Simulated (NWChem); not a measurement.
ZnCl2; SMILES [Cl][Zn][Cl]

Program: NWChem. All runs use the structure optimised with PBE0/def2-SVP. Level PBE/def2-SVPD: single points from the atomic guess with DIIS by default; each run changes one setting, and all converged runs end within 0.3 mHa of each other.

Q: Which setting needs the most SCF iterations, or fails (no level shifting; occupation smearing of 0.005 Ha; level shift of 0.5 Ha throughout; DIIS on 3 Fock matrices; defaults)?

A: level shift of 0.5 Ha throughout, with 13 against 9 for the defaults.
```csv
setting,SCF iterations
defaults,9
level shift of 0.5 Ha throughout,13
DIIS on 3 Fock matrices,9
no level shifting,9
occupation smearing of 0.005 Ha,9
```
